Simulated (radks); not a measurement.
The numbers below are computed, except where a source is named.
The nickel ion Ni2+, 26 electrons, occupied as [Ne] 3s1 3p6 3d8 4p1 (not the ground configuration). Level of theory: non-relativistic Kohn-Sham, PBE, spin-polarised, spherical densities, point nucleus; open shells are filled with parallel spins first (a radial shooting solver on a logarithmic mesh with Libxc functionals).

X-ray form factor f0, the Fourier transform of the density (f0(0) = 26):

sin(theta)/lambda (1/angstrom)  f0 (electrons)
0.05                                    25.618
0.1                                     24.597
0.15                                    23.199
0.2                                     21.641
0.25                                    20.042
0.3                                     18.458
0.4                                     15.477
0.5                                     12.932
0.6                                     10.923
0.8                                      8.328
1                                        6.940
1.25                                     5.889
1.5                                      5.045
2                                        3.557
